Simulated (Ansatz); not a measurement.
Two isomers of C2H4BrFSi: A = `F[Si]1(Br)CC1`, B = `F[C@H]1C[Si@@H]1Br`.

Computed with Ansatz on PBE0-D4/def2-TZVP structures; ΔE is electronic, products minus reactants. CCSD(T)/CBS is the MP2 limit (def2-TZVPP, def2-QZVPP) plus CCSD(T) − MP2 in def2-TZVPP, frozen cores. Functionals use def2-TZVPP. B3LYP here is the variant with VWN-RPA as its local correlation; programs differ in this. For Br outer-core shells are correlated without core-valence functions, which leaves a few kJ/mol of doubt a bond. Scalar relativity is left out up to krypton.

(1) Which isomer does CCSD(T)/CBS put lower? Give the gap. (Estimate.)

(2) Give E(B) − E(A) in kJ/mol with PBE-D4, ωB97M-V, CCSD/def2-TZVPP, MP2/def2-TZVPP, B3LYP, PBE0-D4, CCSD(T)/def2-TZVPP. (Estimate.)

Largest T1 diagnostic: 0.010.

## Answers

(1) Ansatz gave: A, by 230.2 kJ/mol.

(2) Ansatz gave: PBE-D4 207.4, ωB97M-V 223.5, CCSD/def2-TZVPP 229.7, MP2/def2-TZVPP 239.0, B3LYP 218.0, PBE0-D4 215.9, CCSD(T)/def2-TZVPP 227.8. None reverses the order clearly.

From PBE to PBE0 (25 % exact exchange), in def2-TZVPP and without D4, E(B) − E(A) moves by +8.7 kJ/mol.
